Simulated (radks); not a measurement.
Dy V, configuration [Xe] 4f7.5 6p0.5 (fractional occupations, a model configuration). Calculated with a radial shooting solver on a logarithmic mesh with Libxc functionals: Dirac Kohn-Sham, BLYP, spin-unpolarised, spherical densities, finite nucleus; open shells fill j = l - 1/2 first; Fermi nuclear charge, rms radius 5.2218 fm.

Normalised radial functions P(r) = r R(r) (large component), r in bohr:

```
   r/bohr * 4d5/2, o 5s1/2 (the largest magnitude, 1.29, reaches the edge; | marks zero, & curves that meet)
0.0007612                             *o
 0.001191                             *o
  0.00188                             * o
 0.002942                             * o
 0.004642                             *  o
 0.007265                             *   o
  0.01146                             *   o
  0.01794                             * o
  0.02808                            o| *
  0.04431                        o    |   *
  0.06935                        o    |        *
   0.1094                             | o             *
   0.1713                             |       o      *
   0.2702                          * o|
   0.4229   *             o           |
   0.6619  *                          |  o
    1.044                  *          |                     o
    1.635                           * |              o
    2.579                             *  o
    4.036                             &
    6.369                             &
    9.968                             &
```

4d5/2: eigenvalue -210.33 eV, 1 radial node at r = 0.258 bohr, <r> = 0.608 bohr, 90 % of the charge inside 0.911 bohr. 5s1/2: eigenvalue -99.041 eV, 4 radial nodes at r = 0.0256, 0.102, 0.265, 0.624 bohr, <r> = 1.23 bohr, 90 % of the charge inside 1.76 bohr.
